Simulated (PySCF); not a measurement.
Start geometry of `C[C@@H]1CN(C)C[C@H]1F` from GFN2-xTB (Å):
```
atom  x, y, z in Å
C1    -1.813   -0.924    0.948
C2    -1.332    0.093   -0.080
C3    -0.216   -0.487   -0.949
N4     0.954   -0.345   -0.101
C5     2.205   -0.618   -0.761
C6     0.869    0.990    0.469
C7    -0.631    1.280    0.598
F8    -0.940    2.457   -0.058
H9    -2.285   -1.766    0.448
H10   -0.966   -1.290    1.522
H11   -2.536   -0.476    1.625
H12   -2.172    0.452   -0.678
H13   -0.374   -1.538   -1.194
H14   -0.118    0.086   -1.888
H15    2.194   -1.644   -1.127
H16    2.397    0.058   -1.610
H17    3.016   -0.513   -0.041
H18    1.387    1.014    1.430
H19    1.314    1.754   -0.189
H20   -0.957    1.429    1.632
```

Question: What comes out of this run: PBE0-D3(BJ)/def2-SVP geometry optimisation, gas phase (PySCF 2.14.0)?

Answer: 
```
atom  x, y, z in Å
C1    -1.7260   -0.6972    1.0171
C2    -1.3842    0.4268    0.0495
C3    -0.3601    0.0037   -1.0012
N4     0.8740    0.0132   -0.2466
C5     2.0875   -0.1873   -0.9784
C6     0.8444    1.1534    0.6506
C7    -0.6266    1.5639    0.7327
F8    -0.8131    2.7247    0.0040
H9    -2.2664   -1.5046    0.5007
H10   -0.8107   -1.1304    1.4473
H11   -2.3650   -0.3393    1.8392
H12   -2.2994    0.8360   -0.4042
H13   -0.5565   -0.9956   -1.4241
H14   -0.3571    0.7328   -1.8428
H15    2.0317   -1.1241   -1.5546
H16    2.3177    0.6372   -1.6918
H17    2.9402   -0.2772   -0.2867
H18    1.2708    0.8987    1.6369
H19    1.4050    2.0286    0.2625
H20   -0.9725    1.7643    1.7598
```

The energy falls by 1.5 kcal/mol over 13 energy and gradient evaluations, the largest force component goes from 0.0116 to 3.7e-04 Eh/bohr, and the atoms move by 0.171 Å rms after alignment. Among the bonds, C1–H9, C1–H10, C1–H11, C3–H13, C5–H15, C5–H16, C5–H17 and C6–H18 change most and about equally (+0.012 to +0.013 Å). Bonds longer at the end by more than 0.005 Å: 12 of 20; shorter: 3. Among the angles that change most is C3–N4–C5, from 114.4° to 117.1°. Among the dihedrals that turn most is H19–C6–C7–F8, from -5° to 15°. Rotational constants go from 2709, 1812, 1317 to 2638, 1875, 1386 MHz. The orientation of the end geometry is arbitrary; only internal coordinates are fixed.

The run used 172 basis functions and 79 SCF cycles in all.

No frequency check. The numbers are those of one conformer.
